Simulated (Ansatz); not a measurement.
Compare A (`C=N[SiH2]N[SiH3]`) with its isomer B (`N[SiH2]N1C[SiH2]1`).

Isolated molecules relaxed with PBE0-D4/def2-TZVP in Ansatz; ΔE leaves out vibrations. CBS: MP2 limit from def2 TZ/QZ plus the TZ coupled-cluster correction, frozen cores. Functionals use def2-TZVPP. B3LYP here is the variant with VWN-RPA as its local correlation; programs differ in this. One conformer a species, not always the lowest.

A:

```xyz
13

C    -0.278    2.582    0.334
N     0.262    1.792   -0.481
Si   -0.477    0.298   -1.001
N     0.520   -1.056   -0.655
Si    0.549   -2.001    0.790
H    -1.264    2.413    0.799
H     0.227    3.509    0.630
H    -1.782    0.095   -0.307
H    -0.651    0.417   -2.469
H     1.268   -1.224   -1.313
H     1.813   -1.824    1.557
H    -0.594   -1.550    1.624
H     0.408   -3.452    0.494
```

B:

Z-matrix (Å, degrees):
```
Si
N 1 1.711
N 1 1.711 2 116.1
H 1 1.490 2 110.7 3 118.2
H 1 1.485 2 104.3 3 -121.5
Si 2 1.698 1 153.5 3 155.2
C 2 1.491 1 130.9 3 -69.5
H 3 1.006 1 120.8 2 94.2
H 3 1.006 1 122.4 2 -59.0
H 6 1.481 2 119.6 1 38.9
H 6 1.481 2 118.5 1 -105.0
H 7 1.089 2 115.2 1 86.2
H 7 1.091 2 115.9 1 -49.0
```

(1) Which isomer does CCSD(T)/CBS put lower? Give the gap. (An estimate is asked.)

(2) Give E(B) − E(A) in kcal/mol with B3LYP, B3LYP-D4, LDA (SPW92), PBE0-D4, CCSD(T)/def2-SVP, BLYP-D4, HF/def2-TZVPP. (An estimate is asked.)

(3) Does the order hold for the free energy at 298.15 K (harmonic terms from PBE0-D4)? (Estimate.)

Largest T1 diagnostic: 0.012.

Results:

(1) Ansatz gave: A, by 8.5 kcal/mol.

(2) The calculation gave: B3LYP 10.5, B3LYP-D4 10.3, LDA (SPW92) -0.1, PBE0-D4 5.0, CCSD(T)/def2-SVP 14.0, BLYP-D4 11.4, HF/def2-TZVPP 16.8. None reverses the order clearly.

(3) The calculation gave: Yes: G(B) − G(A) = +10.9 kcal/mol, for one conformer each. Modes under 60 cm⁻¹, often nearly free rotors, make the harmonic entropy too high.

From BLYP to BHLYP (50 % exact exchange), in def2-TZVPP and without D4, E(B) − E(A) moves by −0.7 kcal/mol. In def2-TZVPP, CCSD(T) changes the Hartree–Fock value by −7.0 kcal/mol (the triples alone add −0.3 kcal/mol) and MP2 by −9.8 kcal/mol.
